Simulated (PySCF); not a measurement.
The free ion Co+ in its d8 configuration. Only this configuration is treated; at so low a charge one with s electrons may lie lower or mix in.

Method (PySCF 2.14, density fitting): CASSCF(8,5) with orbitals averaged over all microstates of the shell, strongly contracted NEVPT2 on the averaged canonical orbitals; basis x2c-TZVPall; spin-free X2C; gas phase; spin-orbit coupling by state interaction with the mean-field operator over all roots.

Question: Which term lies lowest, and with what spin?

Answer: 3F (S = 1, orbital degeneracy 7), by NEVPT2.

Question: Where do the spin-allowed transitions within the shell lie?

Answer: By NEVPT2: 3P at 14078 cm⁻¹ (710 nm).

Question: Which is the lowest state of another spin?

Answer: 1D at 11829 cm⁻¹ by NEVPT2; CASSCF alone puts it at 13872 cm⁻¹ above the same ground state.

Question: What are the magnetic parameters?

Answer: The lowest spin-orbit level is 9-fold with J = 4; the next lies at 947.7 cm⁻¹. μeff is 5.61 μB at 300 K and 5.59 μB at 10 K; the free-ion value g_J√(J(J+1)) for the Hund's-rule level J = 4 is 5.59 μB.

The job took 1.8 s on one thread of Arm Neoverse V2 (shared host), with 48 basis functions, launched as `OMP_NUM_THREADS=1 python lf_run.py task.json out`.
